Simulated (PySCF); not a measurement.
Gas-phase reaction: SnO2 + SnH4 = Sn(OH)2 + SnH2

Computed with PySCF and rigid-rotor harmonic-oscillator thermochemistry at 1 bar. † marks an energy on the PBE0/def2-TZVP geometry and frequencies; other levels use their own. CCSD(T) freezes the core. All species are closed-shell singlets. B3LYP is the form with VWN-RPA correlation. Sn: scalar-relativistic def2 core potential, no spin-orbit coupling. SnO2, Sn(OH)2, SnH2: computed as isolated molecules; such fragments, hydroxides, amides, oligomers or adducts are transient or little studied in the gas. CCSD(T) isn't extrapolated to the basis-set limit. Warning, large T1 diagnostic: SnO2 (CCSD(T)/def2-SVP†, CCSD(T)/def2-TZVPP†).

| level | ΔH°(298 K), kJ |
|---|---|
| B3LYP/def2-TZVP† | -347 |
| BLYP/def2-TZVP† | … |
| CCSD(T)/def2-SVP† | … |
| CCSD(T)/def2-TZVPP† | -317 |
| HF/def2-TZVP† | … |
| PBE/def2-SVP | -321 |
| PBE/def2-TZVP† | … |
| PBE0/def2-QZVP† | -345 |

Task: What belongs in the gaps?

Result: 
- BLYP/def2-TZVP†, ΔH°(298 K), kJ: -312
- CCSD(T)/def2-SVP†, ΔH°(298 K), kJ: -337
- HF/def2-TZVP†, ΔH°(298 K), kJ: -435
- PBE/def2-TZVP†, ΔH°(298 K), kJ: -298
